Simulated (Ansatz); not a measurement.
Reaction (SMILES): C[Si](C)(C)Br [bromo(trimethyl)silane] -> C[Si](C)C + Br atom (the Br-Si bond at the site shown breaks; other sites are not compared here)
Structures are relaxed separately at B3LYP-D3(BJ)/def2-TZVP in Ansatz (a program for electronic structure).

Property: bond dissociation energy (electronic energy difference), in kcal/mol. Cores are frozen in the correlated levels unless marked. UHF or UKS for open shells. Spin-orbit coupling is left out. Frozen are the shells of the preceding noble gas and the d and f shells that filled before the atom's block. Non-relativistic. CBS(X,Y): correlation extrapolated as X^-3; Hartree-Fock from the larger set.

```tsv
level	program	bond dissociation energy (kcal/mol)
HF/def2-TZVPP	Ansatz	78.7
PBE-D3(BJ)/def2-TZVPD	Ansatz + dftd3	103.4
revPBE-D3(BJ)/def2-TZVPD	Ansatz + dftd3	100.1
revPBE/def2-TZVPD	Ansatz	95.9
```

**Question.** Predict the CCSD(T)/CBS(def2-TZVPPD,def2-QZVPPD) result (Ansatz).

**Answer.** 106.1 kcal/mol
